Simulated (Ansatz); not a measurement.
Ansatz (an electronic-structure program) input (CCSD(T)/def2-SVPD):

Ansatz 0.2 input:
```yaml
crystal:
  periodic: [false, false, false]
  atoms:
    - {symbol: In, position_ang: [-0.00000000, -0.00000000, -0.30051582]}
    - {symbol: F, position_ang: [0.00000000, 0.00000000, 1.63614168]}
basis:
  gaussian:
    orbitals: def2-SVPD
total_charge: 1
magnetization: {spin_polarized: true, initial_magnetization: 1}
correlation: {method: ccsd_t, electrons: outside_noble_gas}
```

Output:

```
Functional definition: HF
integrals: 0.04 GiB planned
647 factors; integrals over basis functions are off by at most 2.4e-4 eV
mean field: 0.15 GiB planned
mean field evaluation 1: about -7834.1610 eV, gradient 5.5e1 eV
mean field evaluation 2: about -7834.2292 eV, gradient 5.4e1 eV
mean field evaluation 4: about -7844.8840 eV, gradient 5.0e0 eV
mean field evaluation 8: about -7845.1682 eV, gradient 1.4e-1 eV
mean field evaluation 16: about -7830.0517 eV, gradient 6.5e1 eV
mean field evaluation 32: about -7843.0935 eV, gradient 1.2e-6 eV
mean field evaluation 64: about -7838.0805 eV, gradient 2.9e0 eV
mean field evaluation 96: about -7840.2121 eV, gradient 1.8e1 eV
mean field evaluation 128: about -7838.0657 eV, gradient 7.6e-2 eV
mean field evaluation 160: about -7830.8333 eV, gradient 2.6e1 eV
mean field evaluation 192: about -7838.1424 eV, gradient 1.6e0 eV
mean field evaluation 224: about -7838.1305 eV, gradient 1.0e-3 eV
mean field evaluation 256: about -7838.0645 eV, gradient 7.4e-2 eV
mean field evaluation 288: about -7837.6241 eV, gradient 1.2e0 eV
mean field evaluation 320: about -7836.9062 eV, gradient 6.5e0 eV
mean field evaluation 352: about -7836.7930 eV, gradient 6.1e0 eV
mean field evaluation 384: about -7841.8356 eV, gradient 2.0e1 eV
mean field evaluation 416: about -7842.7338 eV, gradient 1.0e1 eV
mean field -7845.16918110 eV, -288.3046497588 hartree, gradient 4.7e-6 eV, S^2 0.764783; 4 other end points of the search recorded, 0 dependent functions left out
determinant -7845.16918110 eV, -288.3046497588 hartree, with singles and doubles -7851.35496760 eV, -288.5319732197 hartree
determinant -7843.09345945 eV, -288.2283683951 hartree, with singles and doubles -7848.32586593 eV, -288.4206557866 hartree
10 core orbitals not correlated, not the lowest: weight in the atoms' cores, before any rotation towards them, 0.947 or more for the frozen orbitals, at most 0.046 for the correlated occupied ones
reference -7845.16918110 eV, -288.3046497588 hartree; 5, 4 occupied and 40, 41 virtual orbitals, 647 factors
second order -6.18901296 eV of doubles, -0.00000000 eV of singles
coupled cluster: 0.14 GiB planned
cycle   1  -6.17721588 eV  change   -1.2e-1 eV  update   2.6e-2
cycle   2  -6.20049817 eV  change   -2.3e-2 eV  update   7.1e-3
cycle   3  -6.19929274 eV  change    1.2e-3 eV  update   4.6e-3
cycle   4  -6.20115317 eV  change   -1.9e-3 eV  update   1.2e-3
cycle   5  -6.20115436 eV  change   -1.2e-6 eV  update   6.8e-4
cycle   6  -6.20128631 eV  change   -1.3e-4 eV  update   3.2e-4
cycle   7  -6.20129412 eV  change   -7.8e-6 eV  update   1.6e-4
cycle   8  -6.20131161 eV  change   -1.7e-5 eV  update   5.8e-5
cycle   9  -6.20130533 eV  change    6.3e-6 eV  update   2.4e-5
cycle  10  -6.20129883 eV  change    6.5e-6 eV  update   9.7e-6
perturbative correction -0.17278794 eV, -0.0063498396 hartree
Total energy: -7851.54326787 eV, -288.5388931269 hartree
```
